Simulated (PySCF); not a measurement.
Mapped SMILES: `[CH3:1][N:2]([CH3:3])[Si@H:4]([F:5])[NH:6][SiH3:7]`. Each H is labelled by its parent atom.

Single conformer, in vacuum, non-relativistic, fast rotation and ring inversion assumed for equivalent nuclei. GIAO PBE0/pcSseg-1 shieldings; GFN2-xTB structure; PySCF.

Chemical shifts δ = σref − σ; $^{13}$C (186.93 ppm), $^{1}$H (31.72 ppm), $^{29}$Si (349.16 ppm) vs TMS; $^{15}$N (267.73 ppm) against NH3; CFCl3 for $^{19}$F (170.95 ppm), all at this level.

| atoms | nucleus | count | Hirshfeld charge | δ (ppm) |
| --- | --- | --- | --- | --- |
| N6 | $^{15}$N | 1 | -0.33 | ? |
| F5 | $^{19}$F | 1 | -0.21 | -156.2 |
| C1/C3 | $^{13}$C | 2 | -0.07 | 38.4 |
| Si7 | $^{29}$Si | 1 | 0.36 | -59.5 |
| H(C1)/H(C3) | $^{1}$H | 6 | 0.04 | 2.63 |
| H(Si4) | $^{1}$H | 1 | -0.09 | 4.80 |
| H(N6) | $^{1}$H | 1 | 0.12 | 0.53 |
| N2 | $^{15}$N | 1 | -0.18 | ? |
| Si4 | $^{29}$Si | 1 | 0.47 | ? |
| H(Si7) | $^{1}$H | 3 | -0.08 | 4.75 |

**Question.** Estimate the values marked ?.

**Answer.** 
- N2: 30.9 ppm, nitrogen bonded to 2 C, Si
- N6: 26.6 ppm, nitrogen bonded to 2 Si, H
- Si4: -31.8 ppm, silicon bonded to F, 2 N, H

OH/NH shifts are gas-phase values; hydrogen bonding in solution moves them, usually downfield. Shifts are as computed. Against solution values, carbons near 30 ppm lie about +3 ppm off and those near 130 ppm about +5 ppm. Of 1211 compounds with measured shifts, 218 miss one by over three times the rms of a fit or turn the order of signals round; such compounds aren't used in these exercises. Unscaled 19F shifts against computed CFCl3 carry errors that often reach 10 to 50 ppm. Experimental scales use liquid or dissolved standards, which lie at an offset from isolated NH3 (liquid NH3: subtract about 20 ppm).
